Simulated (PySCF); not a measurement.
## Radial density of I⁺ (iodine, charge +1)

M06-L, [Kr] 4d10 5s2 5p4, high-spin 3P determinant. Calculation: PySCF 2.14, in aug-cc-pVDZ-PP with ECP28MDF; scalar relativity through the core potential. This is the valence pseudo-density: the core potential removes the inner electrons and smooths the orbitals near the nucleus.

```csv
r (bohr),4πr²ρ (e/bohr),4πr²(ρα − ρβ)
0.00192,1.030e-05,0.0000
0.00323,2.875e-05,0.0000
0.00544,7.838e-05,0.0000
0.00915,0.0002005,0.0000
0.0154,0.0004407,0.0000
0.0259,0.0007535,0.0000
0.0435,0.001126,0.0000
0.0732,0.002247,0.0000
0.123,0.01600,0.0002
0.207,0.1945,0.0026
0.349,3.161,0.0448
0.586,22.83,0.2465
0.986,18.06,-0.0089
1.66,4.991,1.0056
2.79,1.762,0.6512
4.69,0.1141,0.0422
7.89,0.0001328,0.0001
```

Energies and moments cover only the electrons outside the core potential.

Problem. Where is the radial spin density 4πr²(ρα − ρβ) most negative, and why is it negative at all?

Solution. Around r = 0.986 bohr, down to -0.0089 e/bohr: exchange with the open shell polarises the paired shells in an unrestricted calculation.
